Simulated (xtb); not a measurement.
A run for xtb: GFN-FF on CH2O (SMILES C=O).

```
$ xtb mol.xyz --gfnff --sp --chrg 0 --uhf 0
4

C     -0.38907432     0.41972449     3.21131316
O     -0.47166722    -0.77692420     3.15020069
H     -1.28265088     1.06747595     3.27483332
H      0.58541601     0.94172355     3.21160048
```

Problem. Give the final energy of this run.

Solution. -0.6082 hartree.
